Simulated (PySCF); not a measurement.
(1Z)-1-fluoro-2-methylbuta-1,3-diene (C5H7F), SMILES C=C/C(C)=C\F. Atoms are numbered in the order given.

```xyz
13

C      0.9539     2.0791     0.0000
C      0.8700     0.7388     0.0000
C     -0.3757    -0.0297     0.0000
C     -1.7018     0.6816     0.0000
C     -0.3462    -1.3734     0.0000
F      0.7990    -2.0712     0.0000
H      0.0689     2.7207     0.0000
H      1.9243     2.5810     0.0000
H      1.7900     0.1474     0.0000
H     -2.5425    -0.0273     0.0000
H     -1.8020     1.3294     0.8866
H     -1.8020     1.3294    -0.8866
H     -1.2290    -2.0188     0.0000
```
Charge 0, spin multiplicity 1.

Geometry optimised at B3LYP-D3(BJ)/def2-SVP. The values are those of a single conformer.

All values below come from PySCF with PBE/pcSseg-1.

GIAO shieldings, no solvent; atoms listed in one row are averaged. δ = σ(ref) − σ: ¹³C against TMS (σ = 182.0 ppm); ¹⁹F against CFCl3 (σ = 133.6 ppm); ¹H against TMS (σ = 31.49 ppm), references at their B3LYP-D3(BJ)/def2-TZVP geometries, non-relativistic.

Computed chemical shifts:
```
nucleus          atoms  count  δ (ppm)
-------  -------------  -----  -------
¹³C                 C5      1    157.2
¹³C                 C2      1    138.1
¹³C                 C3      1    124.9
¹³C                 C1      1    119.1
¹³C                 C4      1     16.0
¹⁹F                 F6      1   -133.7
¹H                  H9      1     7.38
¹H                 H13      1     6.96
¹H                  H8      1     5.63
¹H                  H7      1     5.50
¹H       H10, H11, H12      3     1.93
```
